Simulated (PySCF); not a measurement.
An unknown is described by computed data only.

Formula: C5H4NP3.

* Dipole: 5.15 D [PBE0/def2-SVPD]
* UV, first state: lowest singlet excitation: 3.41 eV (364 nm, f = 0.007) [TDDFT PBE0/def2-SVPD]
* Polarisability: 141.8 au [PBE0/def2-SVPD]
* 13C NMR: chemical shifts (computed TMS as zero) by class: 213.5 (1 C), 190.0 (1 C), 173.1 (1 C), 126.6 (1 C), 31.9 (1 C) ppm [GIAO PBE0/pcSseg-1]
* 1H NMR: chemical shifts (computed TMS as zero) by class: 11.12 (1 H), 3.61 (3 H) ppm [GIAO PBE0/pcSseg-1]
* Rotational structure: rotational constants A, B, C: 1.687, 0.852, 0.568 GHz [GFN2-xTB]

The electronic properties come from PySCF, for the isolated species, density fitting. Levels stand in brackets. Geometry: GFN2-xTB; no solvent, vibrations or thermal averaging. GFN2-xTB frequencies show an imaginary mode (36i cm⁻¹), so this geometry is no minimum at that level. Each NMR value is the plain mean over a class of atoms that symmetry, rotation or inversion makes alike.

Question: Give a SMILES that accounts for the data.

Answer: Numbering: `[CH3:1][c:2]1[p:3][cH:4][p:5][c:6]([C:7]#[N:8])[p:9]1`. 5 carbons fall into 5 classes; from least to most shielded: substituted aromatic carbon [C2] (213.5 ppm), aromatic CH carbon [C4] (190.0 ppm), substituted aromatic carbon [C6] (173.1 ppm), nitrile carbon [C7] (126.6 ppm), benzylic-type carbon [C1] (31.9 ppm). Hydrogen classes from least to most shielded: 1 H on an aromatic CH carbon, C4 (11.12 ppm), 3 H on a benzylic-type carbon, C1 (3.61 ppm). S1 is mainly HOMO−1→LUMO (weight 0.85); the largest Löwdin shares of the orbital it empties are 0.36 on a phosphorus bonded to 2 C, 0.32 on a phosphorus bonded to 2 C, 0.11 on a substituted aromatic carbon and 0.07 on the aromatic CH carbon, of the orbital it fills 0.22 on a phosphorus bonded to 2 C, 0.16 on a phosphorus bonded to 2 C, 0.16 on a substituted aromatic carbon and 0.12 on the aromatic CH carbon. By its constants the optimised geometry is an asymmetric top. Structure: `CC1=PC(C#N)=PC=P1`. The assignments are read from this structure; whether some other isomer fits the data as well wasn't checked.
